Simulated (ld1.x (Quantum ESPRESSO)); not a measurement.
# bismuth (Bi): one change to a TM potential, before and after

ld1.x (Quantum ESPRESSO) 7.5 input, shortened:

```
&input
   title='Bi', zed=83., rel=1, dft='PBESOL', iswitch=3,
   config='[Xe] 4f14 5d10 6s2 6p2 6d-2'
 /
 &inputp
   pseudotype=2, tm=.true., lloc=-1, rcloc=1.20,
   nlcc=.true., rcore=1.40
 /
3
6S  1  0   2.00   0.00  1.85  1.85  0.0
6P  2  1   2.00   0.00  1.90  1.90  0.0
6D  3  2  -2.00   0.10  1.55  1.55  0.0
 &test
   configts(1)='6s2 6p2'
 /
```

Change: wave 6p (bound): rc 1.90 bohr becomes 6p (bound): rc 2.64 bohr.

Cutoffs: the cutoffs (Ry, on a coarse ladder) from which the occupation-weighted sum of valence levels, in a spherical-Bessel basis at the reference potential, stays within 10 and 1 mRy of its value at 400 Ry; they do not see the model core or the augmentation charge, which bear on the density cutoff. Errors are all-electron minus pseudo energies relative to the spin-unpolarised reference configuration.

Q: What does the change do?

A: The potential gets softer (30 Ry and 55 Ry → 25 Ry and 35 Ry); both files keep a bound ghost (d, p, s); of the 7 tests that both files solve, the error grows in 1 and shrinks in 0 by more than 15 % and 0.3 meV (median size 32.1 → 31.8 meV). A larger radius leaves more room for a smooth pseudo-wave, so fewer plane waves are needed.

```tsv
quantity	base	changed
cutoff, loose	30 Ry	25 Ry
cutoff, tight	55 Ry	35 Ry
loose cutoff by channel (10 mRy a level)	s 18 Ry, p 25 Ry	s 18 Ry, p 6 Ry
bound ghosts	s, p, d	s, p, d
error for 6s2 6p3, meV [ΔE -7.95 eV]	-3.8	-3.5
error for 6s2 6p1, meV [ΔE 15.29 eV]	-32	-32
error for 6s2 6p0, meV [ΔE 38.65 eV]	-174	-173
error for 6s2 6p3.3, meV [ΔE -9.05 eV]	-5.5	-5.0
error for 6s0 6p5, meV [ΔE 12.63 eV]	-68	-84
error for 6s1 6p3, meV [ΔE 10.86 eV]	-28	-31
error for 6s1 6p0, meV [ΔE 84.13 eV]	-721	-710
```

 A true bound ghost makes a file unfit for plane-wave use even where its test errors are small: the radial tests pick states by their node count and pass the ghost by.
